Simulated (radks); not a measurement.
Values are calculated unless marked as measured or tabulated.
Question: I3+, configuration [Kr] 4d10 5s2 5p1 6p1 (not the ground configuration). Code: a radial shooting solver on a logarithmic mesh with Libxc functionals. Model: Dirac Kohn-Sham, PBEsol, spin-unpolarised, spherical densities, finite nucleus; open shells fill j = l - 1/2 first; Fermi nuclear charge, rms radius 4.75 fm. Some entries of the table are withheld. Estimate them.

orbital  occ.  eigenvalue (hartree)  <r^2> (bohr^2)
1s1/2       2             -1212.012             (1)
2s1/2       2             -188.3997         0.01614
2p1/2       2                   (2)         0.01193
2p3/2       4                   (3)         0.01322
3s1/2       2             -39.13606          0.1128
3p1/2       2             -34.37224          0.1075
3p3/2       4             -32.30780          0.1156
3d3/2       4             -23.90375         0.09726
3d5/2       6             -23.46942         0.09961
4s1/2       2              -8.00831          0.6180
4p1/2       2              -6.34406          0.6788
4p3/2       4              -5.93959          0.7290
4d3/2       4              -3.25882             (4)
4d5/2       6              -3.19493             (5)
5s1/2       2                   (6)           3.596
5p1/2       1              -1.43555           4.532
5p3/2       0              -1.37707           4.834
5d3/2       0              -0.80186           8.925
5d5/2       0              -0.79510           9.083
6s1/2       0              -0.72724           16.50
6p1/2       1              -0.60313           20.64
6p3/2       0              -0.58869           21.50

Answer: 
(1) 1s1/2 <r^2> (bohr^2): 0.001005
(2) 2p1/2 eigenvalue (hartree): -176.8856
(3) 2p3/2 eigenvalue (hartree): -165.9151
(4) 4d3/2 <r^2> (bohr^2): 0.9611
(5) 4d5/2 <r^2> (bohr^2): 0.9842
(6) 5s1/2 eigenvalue (hartree): -1.86175
